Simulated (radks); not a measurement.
All-electron atom: Ba2+ in [Kr] 4d10 5s1 5p6 5d1 (not the ground configuration). All-electron calculation, scalar-relativistic Kohn-Sham, r2SCAN, spin-polarised, spherical densities, finite nucleus; open shells are filled with parallel spins first (spin-orbit coupling, left out, can overturn this in heavy ions); meta-GGA in the generalised Kohn-Sham scheme; Fermi nuclear charge, rms radius 4.8378 fm. Program: a radial shooting solver on a logarithmic mesh with Libxc functionals.

Local quantities along the radius. ELF = 1/(1 + alpha^2) is the electron localisation function; alpha = (tau - tau_W)/tau_unif compares the Pauli kinetic energy density with that of the uniform gas (summed over spins); -r V(r) is the screened charge that the Kohn-Sham potential of spin up presents (atomic units); r v_xc is r times the local exchange-correlation potential of spin up (hartree bohr, multiplicative part alone). tau is taken from the large components.

r (bohr)     ELF    alpha  -r V(r)    r v_xc
0.0008986  0.999  0.02387    55.79   -0.1042
0.001038   0.999  0.02380    55.75   -0.1110
0.001198   0.999  0.02387    55.70   -0.1192
0.001395   0.999  0.02412    55.64   -0.1293
0.001611   0.999  0.02453    55.58   -0.1405
0.001861   0.999  0.02515    55.50   -0.1534
0.002149   0.999  0.02601    55.42   -0.1681
0.002502   0.999  0.02723    55.31   -0.1859
0.002889   0.999  0.02876    55.20   -0.2049
0.003337   0.999  0.03074    55.07   -0.2261
0.003854   0.999  0.03329    54.92   -0.2496
0.004451   0.999  0.03660    54.74   -0.2755
0.005181   0.998  0.04119    54.53   -0.3055
0.005984   0.998  0.04696    54.30   -0.3362
0.00691    0.997  0.05469    54.03   -0.3693
0.007981   0.996  0.06522    53.73   -0.4044
0.009291   0.994  0.08086    53.36   -0.4435
0.01073    0.990   0.1022    52.97   -0.4822
0.01239    0.983   0.1335    52.52   -0.5227
0.01431    0.968   0.1804    52.02   -0.5649
0.01653    0.940   0.2525    51.46   -0.6082
0.01924    0.878   0.3723    50.79   -0.6482
0.02222    0.769   0.5481    50.06   -0.6580
0.02566    0.609   0.8011    49.19   -0.6147
0.02964    0.447    1.112    48.23   -0.5704
0.0345     0.341    1.391    47.19   -0.6065
0.03985    0.324    1.443    46.15   -0.6999
0.04602    0.388    1.255    44.92   -0.7142
0.05315    0.514   0.9715    43.69   -0.8485
0.06138    0.646   0.7395    42.32   -0.9612
0.07145    0.733   0.6042    40.71    -1.036
0.08252    0.747   0.5821    39.05    -1.074
0.0953     0.687   0.6750    37.29    -1.090
0.1101     0.545   0.9143    35.37    -1.042
0.1281     0.379    1.280    33.26    -1.000
0.148      0.328    1.432    31.16   -0.9601
0.1709     0.417    1.183    29.20    -1.146
0.1974     0.590   0.8340    27.21    -1.357
0.2279     0.722   0.6212    25.13    -1.466
0.2653     0.761   0.5609    22.86    -1.442
0.3064     0.683   0.6811    20.81    -1.397
0.3539     0.434    1.143    18.60    -1.087
0.4087     0.208    1.949    16.68    -1.035
0.4758     0.252    1.725    14.64   -0.9683
0.5495     0.544   0.9151    13.23    -1.406
0.6346     0.744   0.5867    11.61    -1.546
0.7329     0.769   0.5485    9.990    -1.497
0.8464     0.675   0.6933    8.593    -1.424
0.9854     0.446    1.115    7.174    -1.153
1.138      0.255    1.708    6.181    -1.071
1.314      0.260    1.686    5.517    -1.200
1.518      0.465    1.074    4.832    -1.202
1.767      0.681   0.6849    4.267    -1.232
2.041      0.725   0.6156    3.836    -1.222
2.357      0.644   0.7439    3.446    -1.114
2.722      0.449    1.109    3.027   -0.8646
3.143      0.217    1.900    2.692   -0.6190
3.659      0.073    3.551    2.544   -0.5162
4.226      0.025    6.221    2.441   -0.4305
4.881      0.009    10.76    2.337   -0.3338
5.637      0.003    19.94    2.243   -0.2424
6.562      0.000    44.84    2.154   -0.1542
7.578      0.000    117.9    2.086  -0.08603
8.752      0.000    387.6    2.040  -0.03984

On this mesh the ELF has minima near r = 0.040, 0.15, 0.41, 1.1 bohr, which separate the shells, and maxima near 0.083 (0.75), 0.27 (0.76), 0.73 (0.77), 2.0 (0.73).

Self-consistent cycle (total energy in hartree, residual of the potential): 1: -8131.849345, 5e+00; 2: -8133.613472, 3e+00; 3: -8134.352750, 6e-01; 4: -8134.457364, 3e-02; 5: -8134.458447, 1e-02; 6: -8134.458974, 4e-04; 7: -8134.458971, 1e-04; 8: -8134.458965, 1e-05; 9: -8134.458965, 5e-06.
